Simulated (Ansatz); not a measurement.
Reaction (formal exchange of groups at the Si–C bond): `C=C(O)[SiH2]C=O` + `ClCCl` → `O=C[SiH2]Cl` + `C=C(O)CCl`

Program: Ansatz. Geometries: PBE0-D4/def2-TZVP. ΔE: electronic, gas phase. CCSD(T)/CBS adds triple-zeta CCSD(T) − MP2 to the extrapolated MP2 energy (def2 sets, frozen cores). This one scheme is used for every species. Functionals use def2-TZVPP. One conformer a species, not always the lowest.

| species | revPBE energy (Eh) |
| --- | --- |
| `C=C(O)[SiH2]C=O` | -557.79870 |
| `ClCCl` | -959.56887 |
| `O=C[SiH2]Cl` | -864.74007 |
| `C=C(O)CCl` | -652.68004 |

Question: Work out ΔE.

Answer: ΔE = (-864.74007) + (-652.68004) − (-557.79870) − (-959.56887) = -0.05254 Eh = -137.9 kJ/mol. CCSD(T)/CBS gives -150.3 kJ/mol.

Largest T1 diagnostic among the species: 0.015.

From r2SCAN to r2SCAN0 (25 % exact exchange), in def2-TZVPP and without D4, ΔE moves by −4.5 kJ/mol. At CCSD(T), def2-SVP lies −8.0 kJ/mol from the extrapolated value and def2-TZVPP +0.3 kJ/mol.
